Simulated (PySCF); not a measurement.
**IBr: from constants to spectrum**

RHF-CCSD(T) constants of IBr, ¹Σ⁺ (singlet), closed shell (PySCF, scalar-relativistic core potentials, basis sets I def2-SVP with ECP28, Br def2-SVP; masses 126.9045 and 78.9183 u):

- ωe: 252.0 cm⁻¹
- ωexe: 0.816 cm⁻¹
- Be: 0.053966 cm⁻¹
- αe: 0.000197 cm⁻¹
- De to I + Br: 1.65 eV

(1) What force constant and bond length do these constants imply?

(2) Estimate the centrifugal constant D from the Kratzer relation and find the Dunham coefficient a1.

Correlated steps freeze 13 core orbitals. Correlated levels converge slowly with the basis: in double zeta they bind strong bonds too weakly, by up to about 1 eV, and carry superposition errors of some tenths. Spin–orbit coupling is left out, which matters for elements this heavy, above all for dissociation energies. Where the molecule has an RHF reference, its open-shell atoms are computed with UHF.

Results:

(1) Reduced mass μred = 48.659 u; k = 5.8918×10⁻⁷·μred·ωe² (u, cm⁻¹, mdyn/Å) = 1.82 mdyn/Å; Re = √(16.8576/(μred·Be)) (u, cm⁻¹, Å) = 2.534 Å.

(2) D = 4Be³/ωe² = 9.9e-09 cm⁻¹; a1 = −1 − αeωe/(6Be²) = -3.84.
